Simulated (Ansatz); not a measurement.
**Worked example: C2H3F + CH2BrI → C2H2FI + CH3Br**

Species: C2H3F `C=CF`, singlet; CH2BrI (bromoiodomethane) `BrCI`, singlet; C2H2FI `F/C=C/I`, singlet; CH3Br (bromomethane) `CBr`, singlet. The partners trade H for I; both sit on C, so the bond types are kept.

Shapes, held fixed at every level: PBE0-D4/def2-TZVP. Programs: Ansatz 0.2.0. The zero-point and thermal change to 298 K, harmonic and unscaled (PBE0-D4/def2-TZVP), is +0.3 kJ/mol.

At CCSD(T)/def2-TZVPP; 1 Eh = 2625.50 kJ/mol:

| species | energy (Eh) |
| --- | --- |
| C2H3F | -177.576825 |
| CH2BrI | -2909.076229 |
| C2H2FI | -474.113217 |
| CH3Br | -2612.542543 |

Q: Work out ΔH(298 K) of the reaction at this level.

A: 
1. Products less reactants: (-474.113217) + (-2612.542543) − [(-177.576825) + (-2909.076229)] = -0.002706 Eh = -7.1 kJ/mol.
2. With the thermal change: -7.1 + (+0.3) = -6.8 kJ/mol.

Other levels give -8.3 (CCSD(T)/def2-SVP) to -5.5 kJ/mol (MP2/def2-TZVPP). No measured value is set beside it here. For atoms past krypton def2 sets carry core potentials with scalar relativity. Relativity is left out for Br. Outer-core shells of Br, I are correlated, in sets that cover them unevenly.
